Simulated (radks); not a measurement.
Neutral nickel inside a hard spherical wall (all orbitals vanish at R), configuration held at [Ar] 3d8 4s2 and not refilled when levels cross. All-electron calculation, non-relativistic Kohn-Sham, LDA (Slater exchange, Perdew-Wang correlation), spin-polarised, spherical densities, point nucleus; open shells are filled with parallel spins first. Program: a radial shooting solver on a logarithmic mesh with Libxc functionals. Eigenvalues in eV for spin up, with the zero of energy where the potential of the charges vanishes at infinity; a dash marks a level that is unbound or too diffuse for the functional's potential to be trusted. A positive occupied level is held by the wall or, in an anion where self-interaction has pushed it up, behind a barrier. The pressure on the wall is -dE/dV.

R (bohr)  E (hartree)  kinetic (hartree)    e(3s)    e(3p)    e(3d)   e(4s)  e(4p, empty)  e(5s, empty)  pressure (GPa)
free      -1505.60384           1503.909  -108.47  -71.538  -10.340  -5.892        -1.429        -0.028               0
15        -1505.60383           1503.909  -108.47  -71.538  -10.340  -5.892        -1.426         0.308        < 0.0001
12        -1505.60382           1503.909  -108.47  -71.536  -10.339  -5.890        -1.409         0.754        0.000273
10        -1505.60367           1503.911  -108.46  -71.521  -10.324  -5.878        -1.346         1.534         0.00494
7         -1505.59696           1503.960  -108.13  -71.196  -10.005  -5.580        -0.654         5.822           0.400
5         -1505.52515           1504.313  -106.48  -69.554   -8.417  -3.747         2.335        18.459            9.15
4         -1505.32041           1505.128  -103.73  -66.817   -5.783   0.025         7.605        37.515            55.4
3         -1504.41314           1508.284  -96.236  -59.443    1.514  13.043        23.903        89.336             485
